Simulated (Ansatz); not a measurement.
# Ansatz input wanted

[GeNH5]+: 7 atoms, total charge +1, spin state doublet. SMILES of the parent species: `[NH2][GeH3]`. The coordinates come from a PBE0-D4/def2-TZVP relaxation. That shape belongs to the parent species and isn't relaxed for this state.

| atom | x (Å) | y (Å) | z (Å) |
| --- | --- | --- | --- |
| N | -0.1075 | -1.1622 | -0.0970 |
| Ge | 0.1578 | 0.6615 | -0.1121 |
| H | 0.3628 | -1.6343 | 0.6634 |
| H | -1.0825 | -1.4290 | -0.0754 |
| H | -0.5765 | 1.2077 | -1.3458 |
| H | -0.3651 | 1.3972 | 1.1452 |
| H | 1.6724 | 0.8914 | -0.2242 |

Settings wanted:

```
basis set              : aug-cc-pVDZ
integral approximation : automatic
starting guess         : ground-state orbitals
maximum overlap        : yes
task                   : energy
method                 : DFT
functional             : BHLYP
dispersion             : D3(BJ)-ATM
reference              : UKS
relativity             : none
accuracy               : medium
fill                   : hole 20
```

Question: Write the Ansatz 0.2.0 input and the command.

Answer: One that was run (others would do as well):

run.yaml:
```yaml
basis:
  gaussian:
    orbitals: aug-cc-pVDZ
    initial_orbitals: start.molden
    maximum_overlap: true
crystal:
  periodic: [false, false, false]
  atoms:
    - {symbol: N, position_ang: [-0.107500, -1.162200, -0.097000]}
    - {symbol: Ge, position_ang: [0.157800, 0.661500, -0.112100]}
    - {symbol: H, position_ang: [0.362800, -1.634300, 0.663400]}
    - {symbol: H, position_ang: [-1.082500, -1.429000, -0.075400]}
    - {symbol: H, position_ang: [-0.576500, 1.207700, -1.345800]}
    - {symbol: H, position_ang: [-0.365100, 1.397200, 1.145200]}
    - {symbol: H, position_ang: [1.672400, 0.891400, -0.224200]}
total_charge: 1
magnetization:
  spin_polarized: true
  initial_magnetization: 1
hamiltonian:
  xc: {name: BHLYP}
  dispersion: d3bjatm
```

```bash
$ ansatz run run.yaml --threads 1 --pin off --max-ram 2610MiB --events-out events.jsonl --progress --plain --runs-dir runs
```

Calculated total energy: -2134.23760 Eh.
